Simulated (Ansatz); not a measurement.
Born–Oppenheimer molecular dynamics of CH₇ClOSi₂ (12 atoms, charge 0, multiplicity 1). It starts from a relaxed structure.

Computed with RKS PBE-D4/6-31G* (Ansatz 0.2.0).

| Quantity | Value |
| --- | --- |
| ensemble | NVE (Milne-controlled integrator) |
| time step | 0.5 fs |
| steps asked | 250 |
| starting velocities drawn for | 300 K |
| masses | H 10 u |
| seed | 369509 |

First frame:

```xyz
12
Properties=species:S:1:pos:R:3
Si -0.088 -0.025 -0.026
H 0.640 -0.048 1.278
Cl 1.327 0.382 -1.525
O -1.164 1.237 0.125
C -2.072 1.605 -0.919
H -2.722 0.758 -1.213
H -2.705 2.419 -0.533
H -1.528 1.965 -1.811
Si -1.093 -2.074 -0.606
H -2.132 -2.461 0.407
H -1.747 -1.979 -1.953
H -0.041 -3.142 -0.655
```

How far do the bonds stretch over the last three quarters of this one trajectory? (Pairs bonded in most of those frames.)


| bond | mean (Å) | spread (Å) | shortest | longest |
| --- | --- | --- | --- | --- |
| Si1–H2 | 1.499 | 0.030 | 1.45 | 1.55 |
| Si1–Cl3 | 2.105 | 0.034 | 2.06 | 2.16 |
| Si1–O4 | 1.669 | 0.021 | 1.63 | 1.71 |
| Si1–Si9 | 2.350 | 0.045 | 2.29 | 2.42 |
| O4–C5 | 1.439 | 0.014 | 1.41 | 1.46 |
| C5–H6 | 1.110 | 0.016 | 1.08 | 1.14 |
| C5–H7 | 1.102 | 0.010 | 1.08 | 1.12 |
| C5–H8 | 1.106 | 0.016 | 1.08 | 1.14 |
| Si9–H10 | 1.502 | 0.028 | 1.46 | 1.56 |
| Si9–H11 | 1.506 | 0.027 | 1.46 | 1.55 |
| Si9–H12 | 1.501 | 0.010 | 1.48 | 1.52 |

Mean temperature of the second half: 129 K. The conserved energy stayed within 0.00042 meV per atom of its start (net change 8.3e-05 meV per atom), so the integration is sound. Over the second half the temperature averaged 0.43 of the 300 K drawn at the start: a run that starts near a minimum puts about half its kinetic energy into the potential. A run of 0.12 ps of so small a system gives no equilibrium averages.

The run took 5.8 min on 4 threads of Arm Neoverse V2, on a shared host, peak memory 0.15 GiB.
